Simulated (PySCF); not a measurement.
Basis-set dependence of InCl at MP2

PySCF, RHF reference; singlet, unpaired electrons none; De to In + Cl without counterpoise correction. Frozen cores follow the default of each basis and core potential.

```
                         basis                           relativity  functions  Re (Å)  ωe (cm⁻¹)  De (eV)  frozen orbitals
                      def2-SVP  scalar-relativistic core potentials         44   2.416        343     4.26                9
        cc-pVDZ-PP/cc-pV(D+d)Z  scalar-relativistic core potentials         46   2.435        322     4.29                9
                     def2-SVPD  scalar-relativistic core potentials         59   2.470        307     4.54                9
aug-cc-pVDZ-PP/aug-cc-pV(D+d)Z  scalar-relativistic core potentials         64   2.462        305     4.57                9
                    def2-TZVPP  scalar-relativistic core potentials         92   2.400        325     4.68                9
                   def2-TZVPPD  scalar-relativistic core potentials        107   2.406        319     4.72                9
```

(1) How does each smaller set differ from the one with most functions, def2-TZVPPD?

Correlated steps freeze 9 core orbitals. Correlated levels converge slowly with the basis: in double zeta they bind strong bonds too weakly, by up to about 1 eV, and carry superposition errors of some tenths. Spin–orbit coupling is left out, which matters for elements this heavy, above all for dissociation energies. Where the molecule has an RHF reference, its open-shell atoms are computed with UHF.

## Answers

(1) def2-SVP: +1.0 pm, +7.5 % in ωe, -0.46 eV in De; cc-pVDZ-PP/cc-pV(D+d)Z: +2.9 pm, +0.9 % in ωe, -0.43 eV in De; def2-SVPD: +6.4 pm, -3.8 % in ωe, -0.18 eV in De; aug-cc-pVDZ-PP/aug-cc-pV(D+d)Z: +5.6 pm, -4.4 % in ωe, -0.15 eV in De; def2-TZVPP: -0.6 pm, +1.9 % in ωe, -0.04 eV in De. All at MP2; the set with most functions is neither the basis-set limit nor always the best.
